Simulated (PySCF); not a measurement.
# Computed records: AlBClGeH4, Cl3Ge, ClGe2H3N, ClGeH2 and others

All values are calculated (PySCF 2.14.0). Calculation on a computer-drawn molecule: the log of a Hartree-Fock and frozen-core CCSD(T) single point meant for a local Hartree-Fock minimum, with one planted fault or none, to be diagnosed. Offsets are logged minus clean, where the clean run is the same molecule without the fault. The reference is restricted for singlets and unrestricted otherwise, and also for a bond in bohr or an excited solution. Adding or removing an electron swaps singlet and doublet. The excited solution moves the top pair (singlet) or top alpha electron (doublet) to the lowest empty orbital. Highest occupied and lowest empty are orbital energies over both spins, largest force is the largest gradient component, triples share is (T) over the correlation energy, the T1 limit is 0.02 restricted and 0.045 unrestricted, electrons count all cores, a negative frequency is imaginary (commonest isotopes), and the dipole is about the centre of nuclear charge; on germanium a core potential holds 10 electrons, which the energies leave out, and 3d is frozen in MP2 and coupled-cluster steps.

Common to all runs: meant basis cc-pV(D+d)Z; meant basis and core potential on germanium cc-pVDZ-PP ECP10MDF; logged SCF converged yes; possible faults no fault, one electron removed, one electron added, multiplicity raised by two, geometry at a saddle point, SCF held on an excited solution, minimal basis STO-3G, one bond length entered in bohr, all coordinates scaled.

```json
{"entry": 1, "formula": "AlBClGeH4", "logged_structure": {"atoms_angstrom": [["Cl", -1.6566, -3.3077, -1.2841], ["Al", 0.0818, -3.2596, -0.0463], ["B", 0.5396, -1.5852, 1.2004], ["Ge", 1.7408, 0.0273, 0.6225], ["H", 0.2245, -1.6313, 2.3595], ["H", 3.0231, 0.07, 1.4675], ["H", 2.1573, -0.0205, -0.8553], ["H", 0.9715, 1.3367, 0.8523]]}, "given": {"meant_charge": 0, "meant_multiplicity": 2, "logged_electrons": 72, "logged_basis_functions": 103, "logged_spin_squared": 0.0, "logged_highest_occupied [eV]": -1.1641, "logged_lowest_empty [eV]": 5.5446, "logged_largest_force [hartree/bohr]": 0.03265, "logged_T1_diagnostic": 0.034862, "logged_D1_diagnostic": 0.15367, "logged_triples_share": 0.033858, "logged_CC_converged": "yes", "logged_dipole_magnitude [debye]": 5.4691, "logged_SCF_stable_within_its_kind": "yes", "logged_energy_HF [hartree]": -1021.82921, "logged_energy_CCSD(T) [hartree]": -1022.29557, "drawn_bonds_atom": [1, 2, 3, 3, 4, 4, 4], "drawn_bonds_other_atom": [2, 3, 4, 5, 6, 7, 8], "drawn_bonds_order": [1, 1, 1, 1, 1, 1, 1]}, "results": {"planted_fault": "one electron added", "HF_energy_offset_from_clean_run [kcal/mol]": -4.577, "CCSD(T)_energy_offset_from_clean_run [kcal/mol]": -30.11}, "notes": ["T1 above single-reference limit"]}
{"entry": 2, "formula": "Cl3Ge", "logged_structure": {"atoms_angstrom": [["Cl", 2.1819, 0.787, 1.6142], ["Ge", 1.3135, 0.0744, 3.3218], ["Cl", -0.6724, 0.4057, 3.6736], ["Cl", 2.4309, -0.9701, 4.6777]]}, "given": {"meant_charge": 1, "meant_multiplicity": 1, "logged_electrons": 83, "logged_basis_functions": 92, "logged_spin_squared": 0.7554, "logged_highest_occupied [eV]": -7.1012, "logged_lowest_empty [eV]": 0.32017, "logged_largest_force [hartree/bohr]": 0.075228, "logged_T1_diagnostic": 0.011926, "logged_D1_diagnostic": 0.046132, "logged_triples_share": 0.025993, "logged_CC_converged": "yes", "logged_dipole_magnitude [debye]": 1.2493, "logged_SCF_stable_within_its_kind": "yes", "logged_energy_HF [hartree]": -1671.92272, "logged_energy_CCSD(T) [hartree]": -1672.4609, "drawn_bonds_atom": [1, 2, 2], "drawn_bonds_other_atom": [2, 3, 4], "drawn_bonds_order": [1, 1, 1]}, "results": {"planted_fault": "one electron added", "HF_energy_offset_from_clean_run [kcal/mol]": -143.0, "CCSD(T)_energy_offset_from_clean_run [kcal/mol]": -141.8}}
{"entry": 3, "formula": "ClGe2H3N", "logged_structure": {"atoms_angstrom": [["Cl", 0.6176, 2.9136, -0.9953], ["Ge", -0.636, 2.0209, 0.413], ["N", -2.2532, 1.7537, 0.0657], ["Ge", -3.8291, 1.6128, -0.5291], ["H", 0.0305, 1.6568, 1.7088], ["H", -4.823, 2.7226, -0.2836], ["H", -4.2453, 0.3519, -1.2476]]}, "given": {"meant_charge": 1, "meant_multiplicity": 1, "logged_electrons": 90, "logged_basis_functions": 98, "logged_spin_squared": 0.0, "logged_highest_occupied [eV]": -9.0918, "logged_lowest_empty [eV]": -10.04, "logged_largest_force [hartree/bohr]": 0.11505, "logged_CC_converged": "no", "logged_dipole_magnitude [debye]": 5.4796, "logged_SCF_stable_within_its_kind": "no", "logged_energy_HF [hartree]": -1101.73649, "drawn_bonds_atom": [1, 2, 3, 2, 4, 4], "drawn_bonds_other_atom": [2, 3, 4, 5, 6, 7], "drawn_bonds_order": [1, 1, 2, 1, 1, 1]}, "results": {"planted_fault": "SCF held on an excited solution", "HF_energy_offset_from_clean_run [kcal/mol]": 290.8}, "notes": ["CCSD not converged"]}
{"entry": 4, "formula": "ClGeH2", "logged_structure": {"atoms_angstrom": [["Cl", -0.5377, 3.0401, -2.9161], ["Ge", 0.7207, 1.3106, 0.3204], ["H", 2.1222, 0.7591, 0.2958], ["H", -0.2397, 1.2558, 1.4795]]}, "given": {"meant_charge": 1, "meant_multiplicity": 1, "logged_electrons": 50, "logged_basis_functions": 56, "logged_spin_squared": 1.0122, "logged_highest_occupied [eV]": -16.298, "logged_lowest_empty [eV]": -6.8201, "logged_largest_force [hartree/bohr]": 0.01275, "logged_T1_diagnostic": 0.0099766, "logged_D1_diagnostic": 0.030754, "logged_triples_share": 0.01362, "logged_CC_converged": "yes", "logged_dipole_magnitude [debye]": 6.0378, "logged_SCF_stable_within_its_kind": "yes", "logged_energy_HF [hartree]": -753.67092, "logged_energy_CCSD(T) [hartree]": -753.88471, "drawn_bonds_atom": [1, 2, 2], "drawn_bonds_other_atom": [2, 3, 4], "drawn_bonds_order": [1, 1, 1]}, "results": {"planted_fault": "one bond length entered in bohr, row 1 of the drawn bonds", "HF_energy_offset_from_clean_run [kcal/mol]": 63.8, "CCSD(T)_energy_offset_from_clean_run [kcal/mol]": 87.06}}
{"entry": 5, "formula": "ClGe2H3O", "logged_structure": {"atoms_angstrom": [["Cl", -1.3917, -1.9082, 0.3359], ["Ge", 0.3203, -0.6089, 0.0135], ["O", -0.1507, 0.6124, -1.1551], ["Ge", -1.3178, 1.9675, -1.2731], ["H", 1.4233, -1.4595, -0.5877], ["H", 0.643, 0.024, 1.3581], ["H", -1.7679, 1.9609, 0.2657]]}, "given": {"meant_charge": 0, "meant_multiplicity": 1, "logged_electrons": 93, "logged_basis_functions": 98, "logged_spin_squared": 0.7649, "logged_highest_occupied [eV]": -0.7469, "logged_lowest_empty [eV]": 7.4833, "logged_largest_force [hartree/bohr]": 0.060796, "logged_T1_diagnostic": 0.016666, "logged_D1_diagnostic": 0.063273, "logged_triples_share": 0.025497, "logged_CC_converged": "yes", "logged_dipole_magnitude [debye]": 7.1244, "logged_SCF_stable_within_its_kind": "yes", "logged_energy_HF [hartree]": -1122.93502, "logged_energy_CCSD(T) [hartree]": -1123.49116, "drawn_bonds_atom": [1, 2, 3, 2, 2, 4], "drawn_bonds_other_atom": [2, 3, 4, 5, 6, 7], "drawn_bonds_order": [1, 1, 1, 1, 1, 1]}, "results": {"planted_fault": "one electron added", "HF_energy_offset_from_clean_run [kcal/mol]": -0.4444, "CCSD(T)_energy_offset_from_clean_run [kcal/mol]": -4.007}}
{"entry": 6, "formula": "ClGe2H4N", "logged_structure": {"atoms_angstrom": [["Cl", 2.6999, -0.0864, -1.9736], ["Ge", 3.0074, 0.2305, 0.2252], ["N", 1.2639, 0.3941, 0.6854], ["Ge", -0.3481, 0.3376, -0.2587], ["H", 1.1342, 0.5508, 1.6729], ["H", -1.4375, 0.5565, 0.7974], ["H", -0.3909, 1.4551, -1.2957], ["H", -0.5245, -1.0259, -0.919]]}, "given": {"meant_charge": 0, "meant_multiplicity": 1, "logged_electrons": 92, "logged_basis_functions": 103, "logged_spin_squared": 2.0099, "logged_highest_occupied [eV]": -7.1266, "logged_lowest_empty [eV]": -1.181, "logged_largest_force [hartree/bohr]": 0.031347, "logged_T1_diagnostic": 0.017261, "logged_D1_diagnostic": 0.07739, "logged_triples_share": 0.027965, "logged_CC_converged": "yes", "logged_dipole_magnitude [debye]": 3.2122, "logged_SCF_stable_within_its_kind": "yes", "logged_energy_HF [hartree]": -1103.00802, "logged_energy_CCSD(T) [hartree]": -1103.53366, "drawn_bonds_atom": [1, 2, 3, 3, 4, 4, 4], "drawn_bonds_other_atom": [2, 3, 4, 5, 6, 7, 8], "drawn_bonds_order": [1, 1, 1, 1, 1, 1, 1]}, "results": {"planted_fault": "multiplicity raised by two", "HF_energy_offset_from_clean_run [kcal/mol]": 62.34, "CCSD(T)_energy_offset_from_clean_run [kcal/mol]": 76.55}}
```
